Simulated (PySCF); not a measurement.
This script is equivalent to a calculation on Zn²⁺ (zinc, charge +2).

```python
from pyscf import gto, scf, dft, mp, cc
import basis_set_exchange as bse
mol = gto.M(atom="Zn 0 0 0", charge=2, spin=0, symmetry="D2h",
            basis=gto.basis.parse(bse.get_basis("cc-pVTZ-DK", elements=["Zn"], fmt="nwchem", header=False)),
            nucmod="G")
mf = scf.UHF(mol).sfx2c1e()
mf.irrep_nelec = {'Ag': (5, 5), 'B1g': (1, 1), 'B2g': (1, 1), 'B3g': (1, 1), 'B1u': (2, 2), 'B2u': (2, 2), 'B3u': (2, 2)}
mf.kernel()
```

Q: What total energy does it give?

A: -1793.36108 hartree (calculated).

Q: Which occupied shell lies highest, and where?

A: 3d, at -41.397 eV.
